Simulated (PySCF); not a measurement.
Diatomic cations of Tl with group 12

r²SCAN with double-zeta basis sets in PySCF, for the lowest determinant that a PBE0 search found; no spin–orbit coupling. De refers to high-spin ground-configuration atoms (the charge goes to the atom of lower measured ionisation energy or higher electron affinity, which is not always the lowest computed limit). A positive dipole points towards Tl; it is taken about the centre of mass and depends on that origin.

```csv
M,basis,charged atom,state (unpaired electrons),Re (Å),ωe (cm⁻¹),De (eV),μ (D)
Zn,def2-SVP,Tl+,singlet (closed shell),3.048,94.9,n/a,-1.59
Cd,def2-SVP,Tl+,singlet (closed shell),3.237,70.8,n/a,0.60
Hg,def2-SVP,Tl+,singlet (closed shell),3.218,58.9,n/a,4.02
```

The shortest bond is that of TlZn⁺ (3.048 Å), the longest that of TlCd⁺ (3.237 Å).

Down a group the atoms grow and get heavier, so bonds lengthen and wavenumbers fall; the exceptions here are the shorter bond at Hg. Relativity and the filled 4f shell contract the atoms of the sixth period.

Closed-shell solutions of metal pairs were not tested for spin polarisation, which can lower them a little. Spin–orbit coupling is left out.
